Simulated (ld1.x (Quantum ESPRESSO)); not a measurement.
**Scattering properties, PAW potential for cadmium**

cadmium (Cd), PAW, made with ld1.x (Quantum ESPRESSO) 7.5 (LDA (PZ), fully relativistic). Core [Kr] 4d10, reference 5s1.5 5p0.5. Waves: 5s (bound): rcut 2.10, rcutus 2.80 bohr; 5s channel at 0.65 Ry: rcut 2.10, rcutus 2.80 bohr; 5p (bound): rcut 2.35, rcutus 3.05 bohr; 5p channel at 0.45 Ry: rcut 2.35, rcutus 3.05 bohr. Local part: all-electron potential smoothed inside 3.00 bohr (lloc = -1). Core correction: Bessel-smoothed model core, default radius (core density twice the valence density). Augmentation charge: PSQ, inside the norm-conserving radii.

Open shells are filled in proportion to 2j + 1 (rel_dist='average').

The phase is arctan(r·u′/u) with u = r·R(r), unwrapped; energies in Ry, scanned from -2 to 5 Ry. A pole is an energy at which the radial function vanishes at the test radius. The pseudo phase is shifted by a multiple of π to meet the all-electron one at the reference energy, and phase errors are pseudo minus all-electron; the curves can meet again beyond the range given. Levels narrower than the energy grid can be missing from the lists of poles.

```
channel  radius (bohr)  reference energy (Ry)  poles, all-electron  poles, pseudo  unbroken range about the reference energy with phases within 0.05 rad  phase error 1 Ry above the reference energy (rad)
      s           3.31                  -0.49           0.16, 5.00     0.16, 4.08                                                              below 2.1                                             -0.000
   p1/2           3.31                  -0.15                 0.93     0.93, 4.85                                                              below 2.6                                             -0.000
   p3/2           3.31                  -0.13                 1.04     1.04, 4.91                                                              below 2.7                                             -0.000
```

The ghost test of this file was not conclusive.

Phases in the p1/2 channel:

| E (Ry) | all-electron | pseudo |
| --- | --- | --- |
| -2.00 | 1.332 | 1.332 |
| -1.52 | 1.284 | 1.284 |
| -1.04 | 1.194 | 1.194 |
| -0.56 | 0.935 | 0.935 |
| -0.08 | -0.462 | -0.462 |
| 0.40 | -1.365 | -1.365 |
| 0.88 | -1.558 | -1.558 |
| 1.36 | -1.658 | -1.658 |
| 1.84 | -1.750 | -1.753 |
| 2.32 | -1.893 | -1.908 |
| 2.80 | -2.306 | -2.452 |
| 3.28 | -3.781 | -4.077 |
| 3.76 | -4.380 | -4.490 |
| 4.24 | -4.541 | -4.620 |
| 4.72 | -4.617 | -4.695 |
